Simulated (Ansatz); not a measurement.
`C=CB(Cl)Cl` + H₂ → `C=CBCl` + HCl at 700 K and 1 bar (hydrogenolysis of a B–Cl bond).

Gas-phase electronic energies from Ansatz, PBE0-D4/def2-TZVP geometries. CBS: MP2 limit from def2 TZ/QZ plus the TZ coupled-cluster correction, frozen cores. This one scheme is used for every species. Each species was taken in one conformer, which may not be the lowest.

| species | CCSD(T)/CBS energy (Eh) | H − E (kJ/mol) | S (J/(mol·K)) |
| --- | --- | --- | --- |
| `C=CB(Cl)Cl` | -1022.33002 | 192.3 | 420.4 |
| H₂ | -1.17544 | 46.8 | 155.3 |
| `C=CBCl` | -563.09944 | 203.9 | 380.5 |
| HCl | -460.38127 | 38.4 | 211.8 |

H − E and S are ideal-gas, rigid-rotor, harmonic terms from PBE0-D4/def2-TZVP, for one conformer and one mirror image of each species. The MP2-based limit puts H₂ 0.8 mEh under its directly extrapolated value; such offsets cancel only in part. 1 Eh = 2625.50 kJ/mol, R = 8.31446 J/(mol·K).

Problem. By hand: ΔE, ΔH, ΔS and ΔG.

Solution. ΔE = (-563.09944) + (-460.38127) − (-1022.33002) − (-1.17544) = 0.02475 Eh = 65.0 kJ/mol. Δ(H − E) = 203.9 + 38.4 − 192.3 − 46.8 = 3.2, so ΔH = 68.2 kJ/mol. ΔS = 380.5 + 211.8 − 420.4 − 155.3 = 16.6 J/(mol·K). ΔG = 68.2 − 700 × (16.6)/1000 = 56.6 kJ/mol.

Problem. By hand: the equilibrium constant, and the temperature at which ΔG would vanish if ΔH and ΔS stayed fixed.

Solution. log₁₀ K = −ΔG/(RT ln 10) = -4.2. ΔG = 0 at ΔH/ΔS = 4108 K, far beyond where these terms or the molecules hold.

ΔH outweighs TΔS. A doubt of 5 kJ/mol in ΔE shifts log₁₀ K by 0.4 here. Other conformers and mirror images would add mixing entropy, several J/(mol·K) or more a flexible species. These are equilibria of isolated gas molecules and say nothing of rates. Largest T1 diagnostic: 0.012 (customary marks: 0.02 for closed shells, 0.045 for open ones).
